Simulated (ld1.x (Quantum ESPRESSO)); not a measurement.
## Configuration tests for Mn (Z = 25) (ultrasoft)

| Item | Value |
| --- | --- |
| Element | manganese (Mn) |
| Generator | ld1.x (Quantum ESPRESSO) 7.5 |
| Type | ultrasoft |
| Functional | PBE |
| Relativity | scalar-relativistic |
| Frozen core | [Ar] |
| Valence charge | 7 |
| Reference configuration | 3d5 4s0 4p0 (charge +2) |
| Partial waves | 4s (bound, empty): rcut 1.55, rcutus 2.05 bohr; 4s channel at 0.75 Ry: rcut 1.55, rcutus 2.05 bohr; 4p (bound, empty): rcut 2.10, rcutus 2.85 bohr; 4p channel at 4 Ry: rcut 2.10, rcutus 2.85 bohr; 3d (bound): rcut 1.20, rcutus 1.60 bohr; 3d channel at 2.55 Ry: rcut 1.20, rcutus 1.60 bohr |
| Local potential | all-electron potential smoothed inside 2.00 bohr (lloc = -1) |
| Core correction | a·sin(br)/r model core inside 1.86 bohr |
| Augmentation charge | PSQ, radius 1.35 bohr |

Energies are relative to the spin-unpolarised reference configuration 3d5 4s0 4p0; without spin polarisation the order of configurations can differ from experiment.

| valence configuration | charge | ΔE all-electron (eV) | error AE − PS (meV) |
| --- | --- | --- | --- |
| 3d5 4s1 4p0 | +1 | -15.599 | +22 |
| 3d4 4s0 4p0 | +3 | 32.519 | -212 |
| 3d6 4s0 4p0 | +1 | -17.202 | -69 |
| 3d4 4s2 4p1 | 0 | -16.214 | +49 |
| 3d5 4s0 4p1 | +1 | -10.859 | +7.3 |
| 3d4 4s2 4p0 | +1 | -10.828 | +32 |

Task: What are ΔE and the potential's error for 3d5 4s2 4p0?

Result: ΔE = -24.015 eV all-electron; the error (AE − PS) is +54 meV.
